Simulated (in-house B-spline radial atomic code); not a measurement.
Configurations of Sb6+, with energies counted from [Kr] 4d9. All numbers are computed (Dirac-Hartree-Fock, average of configuration; Fermi nucleus of rms radius 4.6802 fm) with an all-electron radial atomic-structure program (B-spline basis), not measured. Energies include first-order Breit, QED and recoil terms.

Occupations are held fixed; configurations that lie above the ionisation limit could autoionise.

| configuration | E - E(ref) (eV) | highest orbital | its <r> (bohr) |
| --- | --- | --- | --- |
| [Kr] 4d8 5p1 | 50.05 | 5p3/2 | 2.023 |
| [Kr] 4d8 6g1 | 100.78 | 6g7/2 | 6.22 |
| [Kr] 4d8 7g1 | 105.72 | 7g7/2 | 8.985 |
| [Kr] 4d8 8g1 | 108.93 | 8g7/2 | 12.18 |
| [Ar] 3d10 4s2 4p5 4d9 6g1 | 180.08 | 6g7/2 | 6.216 |
| [Ar] 3d10 4s2 4p5 4d9 7g1 | 185.01 | 7g7/2 | 8.981 |
| [Ar] 3d10 4s2 4p5 4d9 8f1 | 186.86 | 8f7/2 | 11.18 |

Order these further configurations by energy, lowest first.
A. [Kr] 4d8 4f1
B. [Kr] 4d8 8s1
C. [Ar] 3d10 4s2 4p5 4d9 5f1
D. [Kr] 4d8 6p1
E. [Kr] 4d8 5s1

E (37.083 eV), A (67.655 eV), D (80.62 eV), B (100.33 eV), C (166.11 eV).

How far above the reference does [Kr] 4d8 6f1 lie?

97.554 eV; its least bound orbital is 6f7/2 with <r> = 5.62 bohr.

How far above the reference does [Ar] 3d10 4s2 4p5 4d9 6s1 lie?

154.56 eV; its least bound orbital is 6s1/2 with <r> = 3.29 bohr.

How far above the reference does [Ar] 3d10 4s2 4p5 4d9 8s1 lie?

179.61 eV; its least bound orbital is 8s1/2 with <r> = 7.515 bohr.
